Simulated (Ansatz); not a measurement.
`N=[C]([AlH2])[SiH3]` + H₂S → `N=C([SiH3])S` + `[AlH3]` at 400 K and 1 bar (substitution at a C–Al bond).

Computed with Ansatz on PBE0-D4/def2-TZVP structures; ΔE is electronic, products minus reactants. CCSD(T)/CBS adds triple-zeta CCSD(T) − MP2 to the extrapolated MP2 energy (def2 sets, frozen cores). This one scheme is used for every species. One conformer a species, not always the lowest.

```
              species  CCSD(T)/CBS energy (Eh)  H − E (kJ/mol)  S (J/(mol·K))
`N=[C]([AlH2])[SiH3]`               -627.39428           187.4          381.3
                  H₂S               -398.97279            53.4          215.9
       `N=C([SiH3])S`               -782.58321           174.8          364.6
             `[AlH3]`               -243.78045            63.6          220.9
```

H − E and S are ideal-gas, rigid-rotor, harmonic terms from PBE0-D4/def2-TZVP, for one conformer and one mirror image of each species. 1 Eh = 2625.50 kJ/mol, R = 8.31446 J/(mol·K).

Task: By hand: ΔE, ΔH, ΔS and ΔG.

Result: ΔE = (-782.58321) + (-243.78045) − (-627.39428) − (-398.97279) = 0.00341 Eh = 9.0 kJ/mol. Δ(H − E) = 174.8 + 63.6 − 187.4 − 53.4 = -2.4, so ΔH = 6.6 kJ/mol. ΔS = 364.6 + 220.9 − 381.3 − 215.9 = -11.7 J/(mol·K). ΔG = 6.6 − 400 × (-11.7)/1000 = 11.3 kJ/mol.

Task: By hand: the equilibrium constant, and the temperature at which ΔG would vanish if ΔH and ΔS stayed fixed.

Result: log₁₀ K = −ΔG/(RT ln 10) = -1.5. ΔH and −TΔS have one sign here, so there is no such temperature.

TΔS isn't small against ΔH here. A doubt of 5 kJ/mol in ΔE shifts log₁₀ K by 0.7 here. Other conformers and mirror images would add mixing entropy, several J/(mol·K) or more a flexible species. Modes under 60 cm⁻¹, often nearly free rotors, make the harmonic entropy too high. These are equilibria of isolated gas molecules and say nothing of rates. Largest T1 diagnostic: 0.014 (customary marks: 0.02 for closed shells, 0.045 for open ones).

ΔS is within the doubt of such terms, so its sign, and with it that verdict, could turn.
